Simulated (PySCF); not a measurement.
Consider 1,3-propanesultone, `O=S1(=O)CCCO1` (C3H6O3S). Non-hydrogen atoms are numbered in `[O:1]=[S:2]1(=[O:3])[CH2:4][CH2:5][CH2:6][O:7]1`. These are map numbers, not IUPAC locants.

Level of theory: PBE0-D3(BJ)/ma-def2-SVP single points in PySCF, grid level 2; every species was optimised with PBE0-D3(BJ)/def2-SVP. The prefix ma- adds one diffuse s and one diffuse p function on all atoms but H. Zero-point and thermal terms (298.15 K, 1 bar) come from unscaled GFN2-xTB harmonic frequencies, with soft modes damped to free rotors in the entropy. These were taken at the GFN2-xTB minima.

Question: Rank these of its positions by gas-phase deprotonation enthalpy, most acidic first.
A. C6 (methylene carbon)
B. C4 (methylene carbon)

Answer: B (1515 kJ/mol), A (1602 kJ/mol).

Question: For C6 (methylene carbon), what are ΔE (electronic) and ΔG(298 K) of the loss of the proton?

Answer: ΔE = 1636 and ΔG = 1570 kJ/mol, beside ΔH = 1602 kJ/mol. The product is `O=S1(=O)CC[CH-]O1`.

Question: Of those listed, which site of deprotonation is favoured in ethanol (IEF-PCM), and by how much?

Answer: C4 (methylene carbon), by 83 kJ/mol over C6 (methylene carbon); the gas phase favours the same one.

Known limits: structures of the anions come from def2-SVP, which lacks diffuse functions; ma-def2-SVP is a small basis, whose errors can reach tens of kJ/mol; C5 is not listed: the run failed or kept an imaginary mode, or the ion rearranged or equalled another.
